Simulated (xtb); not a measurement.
CH7FO2Si2, SMILES [C@@H]([SiH2]O)([SiH2]F)O. All values are semi-empirical tight-binding results from xtb (GFN2-xTB unless named), good for trends rather than for accurate numbers. The structure is a stationary point at GFN2-xTB. The structure was generated by enumeration; whether it is a known compound was not checked. The values are those of a single conformer.

Optimised geometry:

```xyz
13

O     -1.2282     1.7967     0.6253
Si    -1.5648     0.2974     0.1153
C     -0.0649    -0.8688     0.3881
O     -0.3352    -2.2008    -0.0899
Si     1.5239    -0.3263    -0.5033
F      1.7042     1.2485    -0.1256
H     -0.3864     2.2076     0.4409
H     -2.6673    -0.1115     0.9834
H     -1.9249     0.2561    -1.3023
H      0.1437    -0.9271     1.4688
H     -1.1507    -2.5138     0.3131
H      1.3845    -0.3342    -1.9499
H      2.7323    -0.9625    -0.0031
```
Charge 0, spin multiplicity 1.

```
Property                                         Value
---------------------------------------  -------------
orbital gap                                    5.09 eV
dipole moment                                   0.80 D
zero-point energy                        49.7 kcal/mol
G − E(el) at 298.15 K (modified RRHO)    28.1 kcal/mol
static polarisability (D4 model)            81.8 bohr³
solvation energy, GFN2-xTB/ALPB(water)   -4.6 kcal/mol
solvation energy, GFN2-xTB/ALPB(ch2cl2)  -3.8 kcal/mol
```

Problem. Give the atomic charges and the Wiberg bond orders between heavy atoms. (An estimate is asked for; the answer gives what the named calculation found.)

Solution. charges (e) O1 -0.47, Si2 0.51, C3 -0.10, O4 -0.48, Si5 0.56, F6 -0.32, H7 0.32, H8 -0.08, H9 -0.08, H10 0.00, H11 0.27, H12 -0.06, H13 -0.06. Bond orders O1–Si2 1.22, Si2–C3 0.84, C3–O4 0.99, C3–Si5 0.89, Si5–F6 1.03.
